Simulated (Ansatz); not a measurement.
Two isomers of C2H6ClNSi: A = `N/C=C/[SiH2]Cl`, B = `C=C[SiH](N)Cl`.

Calculated with Ansatz (gas phase, PBE0-D4/def2-TZVP geometries, no zero-point term in ΔE). CCSD(T)/CBS adds triple-zeta CCSD(T) − MP2 to the extrapolated MP2 energy (def2 sets, frozen cores). Functionals use def2-TZVPP. B3LYP here is the variant with VWN-RPA as its local correlation; programs differ in this. One conformer a species, not always the lowest.

A:

Z-matrix (Å, degrees):
```
Si
Cl 1 2.074
C 1 1.819 2 112.3
H 1 1.483 2 104.6 3 123.3
H 1 1.486 2 107.1 3 -119.6
C 3 1.346 1 120.6 2 -112.1
H 3 1.088 1 120.6 2 67.8
N 6 1.359 3 126.9 1 -177.5
H 6 1.088 3 119.8 1 0.1
H 8 1.003 6 119.4 3 -165.5
H 8 1.005 6 119.1 3 -12.2
```

B:

Z-matrix (Å, degrees):
```
Si
C 1 1.850
Cl 1 2.077 2 107.5
N 1 1.703 2 108.9 3 -124.7
H 1 1.480 2 113.8 3 116.1
C 2 1.329 1 125.0 3 -1.3
H 2 1.090 1 116.5 3 178.8
H 4 1.008 1 120.1 2 48.9
H 4 1.007 1 120.2 2 -166.0
H 6 1.086 2 121.5 1 -0.0
H 6 1.086 2 121.9 1 -179.9
```

Problem. Which isomer does CCSD(T)/CBS put lower? Give the gap. (Best estimate.)

Solution. Computed: B, by 95.7 kJ/mol.

Problem. Give E(B) − E(A) in kJ/mol with CCSD(T)/def2-TZVPP, CCSD/def2-TZVPP, PBE0-D4, B2PLYP, ωB97M-V, B3LYP, r2SCAN-D4. (An estimate is asked.)

Solution. The calculation gave: CCSD(T)/def2-TZVPP -93.7, CCSD/def2-TZVPP -94.7, PBE0-D4 -76.4, B2PLYP -85.7, ωB97M-V -89.1, B3LYP -79.1, r2SCAN-D4 -78.9. None reverses the order clearly.

Largest T1 diagnostic: 0.011.

From PBE to PBE0 (25 % exact exchange), in def2-TZVPP and without D4, E(B) − E(A) moves by −5.6 kJ/mol. The D4 term adds −4.4 kJ/mol with B3LYP and −2.3 kJ/mol with PBE0; it sums over pairs of atoms, weighted by their polarisabilities, and B3LYP, whose exchange is more repulsive, gets the larger term.
